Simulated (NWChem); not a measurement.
Species: BH2, doublet; SMILES [BH2]

```xyz
3

B      0.0000     0.0000     0.1498
H      1.0717     0.0000    -0.3744
H     -1.0717     0.0000    -0.3744
```
Atoms are numbered in this order, from 1.

In the optimisation the excess spin sits in a1 (C2v, its own frame). All runs use the structure optimised with B3LYP/6-31G* (spherical d), spin-unrestricted. No stability test was run on the SCF state.

Symmetry labels are those of C2v in the frame above (b1 and b2, or b-type labels, depend on it). States above −ε(HOMO) = 5.9 eV lie in this functional's continuum and hang on the basis.

Task: List the 6 lowest vertical excitations from B3LYP/def2-SVPD, spin-unrestricted, TDA (NWChem).

Result: 
| state | energy (eV) | oscillator strength | symmetry of the excitation | <S²> |
|---|---|---|---|---|
| state 1 | 1.36 | 0.004 | b2 | 0.75 |
| state 2 | 5.47 | 0.000 | a2 | 2.71 |
| state 3 | 5.53 | 0.057 | a1 | 0.76 |
| state 4 | 6.26 | 0.001 | b1 | 0.77 |
| state 5 | 6.31 | 0.000 | a2 | 0.79 |
| state 6 | 7.22 | 0.020 | a1 | 0.77 |
